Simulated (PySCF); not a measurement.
**Spin-rotation constants: `C[As]1CC(C)(C)[SiH2]1`, C$_{5}$H$_{13}$AsSi**

Geometry:
| atom | x (Å) | y (Å) | z (Å) |
| --- | --- | --- | --- |
| C1 | 2.821 | -1.294 | -0.323 |
| As2 | 0.918 | -1.795 | -0.111 |
| C3 | 0.085 | -0.403 | -1.291 |
| C4 | -0.803 | 0.357 | -0.285 |
| C5 | -0.968 | 1.826 | -0.649 |
| C6 | -2.171 | -0.315 | -0.219 |
| Si7 | 0.202 | -0.063 | 1.303 |
| H8 | 3.411 | -1.717 | 0.489 |
| H9 | 2.957 | -0.214 | -0.328 |
| H10 | 3.206 | -1.697 | -1.260 |
| H11 | -0.480 | -0.786 | -2.147 |
| H12 | 0.869 | 0.250 | -1.685 |
| H13 | -1.441 | 1.934 | -1.626 |
| H14 | -1.588 | 2.333 | 0.089 |
| H15 | -0.002 | 2.328 | -0.681 |
| H16 | -2.058 | -1.380 | 0.001 |
| H17 | -2.788 | 0.134 | 0.558 |
| H18 | -2.696 | -0.218 | -1.171 |
| H19 | -0.636 | -0.284 | 2.489 |
| H20 | 1.157 | 1.014 | 1.614 |

Theory: PySCF, GIAO HF/pcSseg-1 magnetisability, rotational g tensor and spin-rotation constants, non-relativistic, gas phase. Geometry: GFN2-xTB.

The calculation is non-relativistic, which matters for the atoms heavier than Zn.

(1) Give the nuclear spin-rotation constants along the inertial axes (H = +C I·J) beside the isotropic shieldings.

(2) How do the rotational constants and the g tensor change when H8, H9, H10, H11, H12, H13, H14, H15, H16, H17, H18, H19, H20 are replaced by deuterium?

Answers

(1) Rotational constants 2.5607, 1.0176, 0.9934 GHz. A star marks the isotopologue with that one atom substituted, in its own axes.
| atom | isotope | Caa (kHz) | Cbb (kHz) | Ccc (kHz) | mean (kHz) | σ (ppm) |
| --- | --- | --- | --- | --- | --- | --- |
| As2 | 75As | 3.045 | 1.225 | 1.168 | 1.813 | 1739.9 |
| H8 | 1H | -0.135 | -0.074 | -0.085 | -0.098 | 31.1 |
| H9 | 1H | -0.177 | -0.073 | -0.060 | -0.104 | 30.7 |
| H10 | 1H | -0.195 | -0.060 | -0.069 | -0.108 | 30.8 |
| H11 | 1H | -0.279 | 0.033 | -0.117 | -0.121 | 30.4 |
| H12 | 1H | -0.293 | -0.106 | 0.017 | -0.127 | 30.7 |
| H13 | 1H | -0.235 | -0.028 | -0.084 | -0.116 | 31.1 |
| H14 | 1H | -0.095 | -0.089 | -0.080 | -0.088 | 31.1 |
| H15 | 1H | -0.238 | -0.067 | -0.039 | -0.115 | 30.8 |
| H16 | 1H | -0.106 | -0.093 | -0.062 | -0.087 | 30.6 |
| H17 | 1H | -0.109 | -0.086 | -0.075 | -0.090 | 31.0 |
| H18 | 1H | -0.226 | -0.024 | -0.092 | -0.114 | 31.1 |
| H19 | 1H | -0.208 | -0.092 | 0.022 | -0.093 | 28.1 |
| H20 | 1H | -0.246 | 0.005 | -0.057 | -0.099 | 28.0 |
| C1 | 13C* | 0.299 | 0.125 | 0.113 | 0.179 | 183.7 |
| C3 | 13C* | 0.337 | 0.182 | 0.158 | 0.225 | 158.9 |
| C4 | 13C* | 0.326 | 0.148 | 0.148 | 0.207 | 169.3 |
| C5 | 13C* | 0.359 | 0.164 | 0.150 | 0.225 | 161.8 |
| Si7 | 29Si* | -1.367 | -0.610 | -0.550 | -0.842 | 407.2 |

For the geometry as given, no vibrational averaging.

(2) Constants 2.0439, 0.8592, 0.8445 GHz; g -0.0084, -0.0070, -0.0057, against -0.0103, -0.0077, -0.0073 before.
